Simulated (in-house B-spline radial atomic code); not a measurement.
Results of a calculation; reference values are marked as such.
## What the choice of pseudopotential does to G0W0 on PBE: Hg²⁺

All numbers come from a B-spline radial code for spherical atoms, non-relativistic (model numbers for so heavy an element), configuration [Xe] 4f14 5d10, open shells at high spin. Semilocal Troullier-Martins pseudo-atoms, one channel per l, are made with PBE or LDA for several valence sets and radii, with or without a model core, and set against the all-electron atom. One channel fits only the lowest state of its l, so a second state of that l is approximate. All electrons give 5d: PBE -29.593 eV, G0W0 -36.65 eV. Potentials are made in the ion's own configuration unless the neutral atom is named, and a smooth local potential serves every l without a channel. Potentials that miss their own reference levels by more than 6 millihartree, or need radii over 3.5 bohr, are left out. Columns give pseudo minus all-electron, in eV; a dash marks a level in the core or of low weight.

```tsv
valence	made with	radii (bohr)	model core (bohr)	5d PBE	5d G0W0
5d	PBE, neutral atom	s 2.03 p 2.77 d 0.92	none	+0.09	+2.99
5d	PBE, neutral atom	s 2.54 p 3.40 d 1.15	none	+0.11	+3.16
5d	PBE, neutral atom	s 3.30 p 3.40 d 1.50	none	-0.04	+3.20
5d	PBE, neutral atom	s 2.03 p 2.77 d 0.92	1.02	+0.04	+2.94
5d	PBE	s 2.09 p 2.50 d 1.04	1.02	0.00	+2.93
5d	PBE, neutral atom	s 2.92 p 3.40 d 1.32	1.02	+0.01	+3.17
5p 5d	PBE, neutral atom	s 2.28 p 0.87 d 1.04	none	+0.06	+0.98
5p 5d	PBE, neutral atom	s 2.54 p 0.97 d 1.15	none	+0.06	+1.04
5p 5d	PBE	s 2.67 p 1.11 d 1.32	none	0.00	+1.02
5p 5d	PBE, neutral atom	s 3.30 p 1.26 d 1.50	none	-0.07	+1.08
5p 5d	PBE, neutral atom	s 3.30 p 1.26 d 1.50	0.77	-0.08	+1.07
5s 5p 5d	PBE, neutral atom	s 1.04 p 1.11 d 1.32	none	-0.13	-0.12
5s 5p 5d	PBE	s 0.91 p 0.97 d 1.15	0.74	0.00	-0.03
5s 5p 5d	PBE, neutral atom	s 1.04 p 1.11 d 1.32	0.74	-0.13	-0.12
```

How does the G0W0 shift of 5d, which all sets hold, depend on the valence set?

Mean size: 5s 5p 5d: 0.09 eV; 5p 5d: 1.04 eV; 5d: 3.07 eV. A semicore state feels strong exchange with the other subshells of its n, so the gain is largest when that whole shell is in the valence. The means mix radii and the functional used in making the potentials.
